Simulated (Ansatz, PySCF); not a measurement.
ClNa, charge +1, doublet, at a GFN2-xTB geometry (such geometries of metal compounds can be far from the true shape) (a state made from the parent by changing its charge; the spin is typed, not shown lowest). Base run: PySCF with WB97M-V/cc-pVDZ.

The PySCF input:
```python
from pyscf import gto, scf, dft

mol = gto.M(
    atom='''
Na   -0.000000   -0.000000   -1.715200
Cl    0.000000    0.000000    1.109835
''',
    basis='cc-pvdz',
    charge=1,
    spin=1,
    verbose=4,
)

mf = dft.UKS(mol)
mf.xc = 'wb97m_v'
mf.kernel()
```

The same geometry, method and basis name were run in Ansatz (a program for electronic structure) and PySCF, at each program's defaults and at the settings that a row names. The base is PySCF at its defaults. Differences at the defaults can come from grids, fitting, cores and function types together.

| code and settings | ΔE vs base (mEh) | basis functions | E (Eh) | SCF cycles |
|---|---|---|---|---|
| PySCF, defaults (exact integrals, its default grid, spherical functions) | 0.000 | 36 | -622.19986 | 8 |
| Ansatz, defaults (factorised integrals, its default grid, spherical functions) | 0.033 | 36 | -622.19982 | - |
| PySCF, density fitting with def2-universal-jkfit | -0.023 | 36 | -622.19988 | 8 |
| PySCF, fine grid | 0.003 | 36 | -622.19985 | 8 |
| Ansatz, high accuracy | 0.033 | 36 | -622.19982 | - |

Open shells are given as the SCF converged; they aren't shown to be the lowest states, and a large step between rows can be another state.
